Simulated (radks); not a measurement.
Fe2+, configuration [Ar] 3d6.

Calculated with a radial shooting solver on a logarithmic mesh with Libxc functionals: Dirac Kohn-Sham, BP86, spin-unpolarised, spherical densities, finite nucleus; open shells fill j = l - 1/2 first; Fermi nuclear charge, rms radius 3.7377 fm.

Energy parts (eV):
| part | energy |
|---|---|
| total | -34612.647 |
| kinetic | 35094.758 |
| electron-nucleus | -82389.902 |
| Hartree | 14196.506 |
| exchange-correlation | -1514.008 |

Orbitals (lengths in bohr, moments of r in powers of bohr; <r^-3> diverges for s and p1/2; r(90%) holds 90 % of the orbital's charge):
orbital,occ.,eigenvalue (eV),<r^4>,<r^-3>,r(90%)
1s1/2,2,-7018.401,0.00005428,-,0.104
2s1/2,2,-837.9282,0.01235,-,0.414
2p1/2,2,-725.0248,0.009180,-,0.383
2p3/2,4,-712.5332,0.009588,469.5,0.387
3s1/2,2,-112.4432,0.9395,-,1.22
3p1/2,2,-79.5411,1.288,-,1.31
3p3/2,4,-78.0020,1.346,58.24,1.33
3d3/2,4,-25.8599,5.583,5.148,1.86
3d5/2,2,-25.7020,5.685,5.055,1.87

The highest occupied level is 3d5/2 at -25.702 eV. The electron density at the nucleus is 1.51e+04 e/bohr^3. The density falls to 0.001 e/bohr^3 at r = 3.04 bohr.
